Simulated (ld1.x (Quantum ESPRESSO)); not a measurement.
**Transferability test, RRKJ potential for Ir (Z = 77)**

| Quantity | Value |
| --- | --- |
| Element | iridium (Ir) |
| Generator | ld1.x (Quantum ESPRESSO) 7.5 |
| Type | norm-conserving RRKJ (Kleinman–Bylander form) |
| Functional | LDA (PZ) |
| Relativity | scalar-relativistic |
| Frozen core | [Kr] 4d10 4f14 |
| Valence charge | 17 |
| Reference configuration | 5s2 5p6 5d6 6s0 6p0 (charge +3) |
| Partial waves | 5p (bound): rc 2.00 bohr; 5d (bound): rc 2.30 bohr; 5f channel at 0.1 Ry: rc 2.45 bohr; 5s (bound): rc 1.10 bohr |
| Local potential | the s channel |
| Core correction | a·sin(br)/r model core inside 0.85 bohr |

Energies are relative to the spin-unpolarised reference configuration 5s2 5p6 5d6 6s0 6p0; without spin polarisation the order of configurations can differ from experiment. Spin-polarised rows fill each open shell by Hund’s rule, majority spin first. The frozen-core shift is the all-electron ΔE with the core orbitals held at their reference shape minus the fully relaxed ΔE.

| valence configuration | charge | ΔE all-electron (eV) | error AE − PS (meV) | frozen-core shift (meV) |
| --- | --- | --- | --- | --- |
| 5s2 5p6 5d7 6s2 6p0 | 0 | -58.877 | +357 | -5.8 |
| 5s2 5p6 5d7 6s1 6p0 | +1 | -48.692 | +223 | -2.2 |
| 5s2 5p6 5d7 6s0 6p0 | +2 | -30.842 | +15 | +2.7 |
| 5s2 5p6 5d7 6s1 6p1 | 0 | -53.469 | +269 | -4.5 |
| 5s2 5p5 5d7 6s2 6p0 | +1 | 2.317 | +359 | +60 |
| 5s2 5p6 5d6 6s0 6p0 (spin-polarised) | +3 | -2.503 | +131 | +11 |
| 5s2 5p6 5d7 6s2 6p0 (spin-polarised) | 0 | -60.029 | +411 | -0.9 |

Q: What are ΔE and the potential's error for 5s2 5p6 5d7.5 6s1.5 6p0?

A: ΔE = -59.135 eV all-electron; the error (AE − PS) is +254 meV.

Q: What are ΔE and the potential's error for 5s1 5p6 5d7 6s2 6p0?

A: ΔE = 46.300 eV all-electron; the error (AE − PS) is +368 meV.

Levels in the configuration 5s1 5p6 5d7 6s2 6p0:

```csv
level,all-electron (eV),pseudo (eV)
5s,-112.579,-112.644
5p,-68.488,-68.603
5d,-18.943,-18.760
6s,-15.187,-15.394
```

A variational frozen-core shift is positive and of second order in the change. This column holds negative values, so the frozen-core run of ld1.x carries numerical noise or an error of first order here, and the column gives no more than the rough size of the effect.
